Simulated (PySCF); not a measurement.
**Pr(III) with different ligands**

Computed with PySCF 2.14.0, PBE0, def2-SVP on the ligands, density fitting, scalar-relativistic core potentials, no spin-orbit coupling, vacuum. The metal has lcecp-1-SVP with ECP48. Each complex is relaxed within the symmetry of a template of the same shape. Distances are means of the shortest metal–ligand contacts, charges and spins Mulliken's. lcecp potentials hold a fixed number of 4f electrons in the core, out of states, spins and gaps.

| complex | point group | M–first ligand (Å) | charge on M (e) | dipole (D) | strongest infrared band, degenerate modes summed (cm⁻¹) | unstable modes (below −25 cm⁻¹) |
| --- | --- | --- | --- | --- | --- | --- |
| PrO(OH) | Cs | 1.889 | 0.82 | 5.99 | 806 | 0 |
| PrOCl | Cs | 1.870 | 0.84 | 7.61 | 828 | 0 |
| PrOF | Cs | 1.882 | 0.92 | 7.49 | 816 | 0 |

A further member has point group Cs, M–first ligand (Å) 2.397, charge on M (e) 0.83, dipole (D) 8.44, strongest infrared band, degenerate modes summed (cm⁻¹) 563, unstable modes (below −25 cm⁻¹) 0. Which complex is it?

PrSF. The answer isn't unique; the calculation gave this one.

One start shape was tried for each, so a minimum needn't be the lowest isomer.
